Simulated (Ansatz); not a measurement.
System: sum formula H4SiNO, charge 0, multiplicity 2. It need not be the lowest isomer of its formula. SMILES: [O][SiH2]N
Geometry from a B3LYP-D3(BJ)/def2-TZVP (Ansatz, a first-principles code) optimisation:
```xyz
7

N      1.4594     0.0991    -0.1778
Si    -0.2381     0.1100    -0.3196
O     -1.1924    -0.3708     0.9490
H      1.9622     0.9023     0.1641
H      1.9871    -0.7506    -0.0554
H     -0.6255     1.4944    -0.6717
H     -0.6673    -0.9138    -1.3103
```
Charge 0, spin multiplicity 2.

Atomisation energy built up term by term with Ansatz (kcal/mol; UHF references for open shells; valence terms freeze the core; atomic spin-orbit terms are left out). Basis-set limits of correlation are two-point, X^-3; Hartree-Fock from the larger set.

```csv
term,basis,kcal/mol
Hartree-Fock,cc-pV(Q+d)Z,378.15
CCSD correlation,"CBS(cc-pV(T+d)Z,cc-pV(Q+d)Z)",…
(T),"CBS(cc-pV(T+d)Z,cc-pV(Q+d)Z)",…
core correlation,cc-pwCVTZ,0.84
scalar relativity (X2C),cc-pVTZ-DK against cc-pVTZ,-1.18
sum: De,,…
```

Question: Fill in the missing entries.

Answer: 
- CCSD correlation, kcal/mol: 151.70
- (T), kcal/mol: 8.12
- sum: De, kcal/mol: 537.6
